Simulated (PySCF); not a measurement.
C₂H₈FNSi, SMILES [SiH2](F)[C@H](N)C. Geometry: TPSSh-D3(BJ)/def2-SVP. The structure was generated by enumeration; whether it is a known compound was not checked. The values are those of a single conformer.

Calculation: TPSSh-D3(BJ)/def2-SVP run with PySCF.

Harmonic wavenumbers (cm⁻¹): 83, 129, 219, 260, 268, 337, 411, 590, 690, 742, 846, 849, 915, 935, 965, 1010, 1044, 1120, 1216, 1329, 1340, 1401, 1480, 1498, 1638, 2263, 2285, 2908, 3018, 3093, 3119, 3446, 3533. Rotational constants (GHz): 6.445, 2.599, 2.010; symmetry number 1.

Question: Work out the zero-point energy and the ideal-gas rigid-rotor harmonic-oscillator thermochemistry at 298.15 K and 1 atm.

Answer: ZPE = ½ Σ hcν = ½ × 44983 cm⁻¹ = 64.31 kcal/mol. H − E(el) = 69.43 kcal/mol. Entropy in cal/(mol K): translation 39.51, rotation 26.66, vibration 16.26, total 82.43. G − E(el) = 44.85 kcal/mol. Cp = 27.06 cal/(mol K). Modes under 150 cm⁻¹ make the vibrational entropy uncertain.
